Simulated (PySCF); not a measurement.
Species: C5H7ClS.
Atom-mapped SMILES: `[S:1]=[C:2]1[CH2:3][CH2:4][C@@H:5]([Cl:6])[CH2:7]1` (hydrogens: H8, H9 on C3; H10, H11 on C4; H12 on C5; H13, H14 on C7)

The closed-shell SCF was solved with PySCF and density fitting under several settings on one GFN2-xTB geometry (grid level 2 and gas phase unless stated).

| settings | basis functions | SCF cycles | E (Eh) | HOMO (eV) | LUMO (eV) | dipole (D) |
| --- | --- | --- | --- | --- | --- | --- |
| PBE0/pcSseg-1 | 168 | 14 | -1052.5418 | -6.42 | -2.14 | 3.02 |
| PBE0/def2-SVPD | 210 | 14 | -1052.2207 | -6.45 | -2.22 | 3.14 |
| KT3/3-21G, fitting basis def2-qzvpp-jkfit | 85 | 10 | -1056.9401 | -5.19 | -2.83 | 3.13 |
| B97-D/6-311G**, IEF-PCM benzene, damping 0.3 at the start, DIIS from the seventh cycle | 184 | 18 | -1053.0753 | -5.24 | -2.92 | 3.67 |
| PBE0/6-31G*, IEF-PCM methanol, energy threshold 1e-07 Eh, fitting basis def2-qzvpp-jkfit | 120 | 8 | -1052.5759 | -6.46 | -1.97 | 4.48 |

Question: Estimate the row for these settings: PBE0/aug-cc-pVDZ, fitting basis def2-qzvpp-jkfit.

Answer: 
| settings | basis functions | SCF cycles | E (Eh) | HOMO (eV) | LUMO (eV) | dipole (D) |
| --- | --- | --- | --- | --- | --- | --- |
| PBE0/aug-cc-pVDZ, fitting basis def2-qzvpp-jkfit | 232 | 10 | -1052.6407 | -6.40 | -2.15 | 3.16 |

Question: Over all rows, what range does the HOMO–LUMO gap span?

Answer: From 2.32 eV (B97-D/6-311G**, IEF-PCM benzene, damping 0.3 at the start, DIIS from the seventh cycle) to 4.49 eV (PBE0/6-31G*, IEF-PCM methanol, energy threshold 1e-07 Eh, fitting basis def2-qzvpp-jkfit). The functional of the narrowest has no exact exchange, that of the widest 25 % exact exchange.

Question: And the dipole moment?

Answer: From 3.02 D (PBE0/pcSseg-1) to 4.48 D (PBE0/6-31G*, IEF-PCM methanol, energy threshold 1e-07 Eh, fitting basis def2-qzvpp-jkfit); the largest is 1.48 times the smallest, and the median is 3.15 D.

Question: Compare two rows with the functional PBE0: PBE0/pcSseg-1 and PBE0/aug-cc-pVDZ, fitting basis def2-qzvpp-jkfit. Which energy is lower, and by how much?

Answer: PBE0/aug-cc-pVDZ, fitting basis def2-qzvpp-jkfit (232 functions) lies 0.0989 Eh or 62 kcal/mol below PBE0/pcSseg-1 (168 functions).

B97-D ran without the empirical dispersion term, which would shift the total energy alone. Cycle counts include a coarse-grid stage where the run had one. All basis functions are spherical, in the Pople sets too. KT3 was designed for NMR shieldings or shifts; total energies of different functionals aren't comparable. The structure is a single GFN2-xTB conformer; no vibrational corrections.
